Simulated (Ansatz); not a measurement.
Geometry optimisation, UKS PBE-D4/def2-SVP in Ansatz 0.2.0.

The input (input.yaml):

```yaml
crystal:
  periodic: [false, false, false]
  atoms:
    - { symbol: H, position_ang: [-0.068968, -1.879435, -0.496238] }
    - { symbol: Ge, position_ang: [0.229084, 0.86112, 0.063651] }
    - { symbol: H, position_ang: [-0.292016, -2.551383, -0.537243] }
    - { symbol: H, position_ang: [-1.252572, 1.013256, -0.389619] }
    - { symbol: H, position_ang: [1.040292, 2.169423, -0.18358] }
    - { symbol: H, position_ang: [0.34418, 0.387119, 1.543029] }
magnetization:
  spin_polarized: true
  initial_magnetization: 1
basis:
  gaussian: { orbitals: def2-SVP }
hamiltonian:
  xc: pbe
  dispersion: d4
relax:
  f_tol: 0.03
  max_steps: 50
```

Launched with:

```bash
$ ansatz run input.yaml --threads 1 --pin off --max-ram 2048MiB --backend cpu --events-out ev --progress --plain --runs-dir out
```

Problem. Where does it end, and by what steps?

Solution. It converged. After 3 steps the energy has fallen by 0.083 eV; H3 moved furthest, 0.20 Å.

```tsv
step	energy less start (eV)	largest force component (eV/Å)	accepted
0	0.0000	2.405	yes
1	-0.0797	0.380	yes
2	-0.0816	0.225	yes
3	-0.0829	0.006	yes
```

```xyz
6
Properties=species:S:1:pos:R:3
H -0.050 -2.035 -0.567
Ge 0.247 0.942 0.074
H -0.340 -2.749 -0.552
H -1.238 1.099 -0.360
H 1.037 2.263 -0.152
H 0.344 0.481 1.557
```

Whether the end is a true minimum wasn't checked by a vibrational analysis.

Run time: 6.3 s on 1 thread of Arm Neoverse V2 (shared host), peak memory 0.1 GiB.
